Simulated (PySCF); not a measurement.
Input file for PySCF: R-MP2/6-31G* on CH6OS (a complex), monomers drawn apart or pushed together.

```python
from pyscf import gto, scf, dft, mp
from pyscf.data.elements import chemcore

mol = gto.M(
    atom='''
    S     0.08035804    1.49548586   -0.19620550
    H     1.29801576    0.93039521   -0.21268552
    H    -0.53190062    0.32486186   -0.43573455
    C     0.15074601    0.24414834    2.91258147
    O     0.23818110   -0.41682561    4.16839347
    H    -0.86571828    0.58473352    2.68995641
    H     0.44075769   -0.48033468    2.15335098
    H     0.82846009    1.10140730    2.84423365
    H    -0.01474648    0.20228111    4.86002215
    ''',
    basis='6-31g*',
    cart=True,
    charge=0, spin=0, verbose=3, max_memory=1800)
mf = scf.RHF(mol)
mf.conv_tol = 1e-8
mf.max_cycle = 100
mf.kernel()
if not mf.converged:
    mf = mf.newton().run(mf.mo_coeff, mf.mo_occ)
pt = mp.MP2(mf, frozen=chemcore(mol)).run()
```

Output:

```
converged SCF energy = -513.698755155593
E(RMP2) = -514.133356355886  E_corr = -0.434601200293039
E(SCS-RMP2) = -514.131930890012  E_corr = -0.433175734418545
```

The run converged.

Cost: about 0.5 core-seconds (a rough figure).
